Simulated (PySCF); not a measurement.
## Exercise with solution: entropy of an ideal gas

C3H4FNSi, SMILES F[Si@H]1C=CC=N1.

Geometry optimised at PBE-D3(BJ)/def2-SVP. The structure was generated by enumeration; whether it is a known compound was not checked.

PBE-D3(BJ)/def2-SVP in PySCF 2.14.0 gives the harmonic wavenumbers 134, 219, 388, 440, 493, 630, 685, 704, 722, 803, 839, 901, 924, 936, 975, 1042, 1255, 1313, 1531, 1623, 2206, 2986, 3092, 3159 cm⁻¹ and the rotational temperatures 0.2769, 0.1280, 0.0990 K. The molar mass is 101.16 g/mol, the symmetry number 1, the spin multiplicity 1.

Problem. Work out the entropy at 298.15 K and 1 atm in the rigid-rotor, harmonic-oscillator model.

Solution. 
Translation (Sackur–Tetrode at 1 atm): S = R[1.5 ln M + 2.5 ln T − 1.16487] = 166.3 J/(mol K).
Rotation: q = (√π/σ) T^1.5/√(θA θB θC) = 154000, S = R[ln q + 3/2] = 111.8 J/(mol K).
Vibration: with u = 1.4388 ν/T, each mode gives R[u/(e^u − 1) − ln(1 − e^−u)]:
```csv
ν (cm⁻¹),modes,u,S (J/(mol K))
134,1,0.65,12.08
219,1,1.06,8.23
388,1,1.87,4.22
440,1,2.12,3.46
493,1,2.38,2.83
630,1,3.04,1.68
685,1,3.31,1.36
704,1,3.40,1.26
722,1,3.48,1.18
803,1,3.88,0.86
839,1,4.05,0.74
901,1,4.35,0.58
924,1,4.46,0.53
936,1,4.52,0.51
975,1,4.71,0.43
1042,1,5.03,0.33
1255,1,6.06,0.14
1313,1,6.34,0.11
1531,1,7.39,0.04
1623,1,7.83,0.03
```
The stiffer modes add less than 0.005 each. Sum 40.6 J/(mol K).
Spin: R ln 1 = 0.0 J/(mol K).
Total 318.7 J/(mol K); the program's own thermochemistry gives 318.7. Translation makes up 52 % and vibration 13 %. Anharmonicity, hindered rotation and orbital degeneracy are left out.
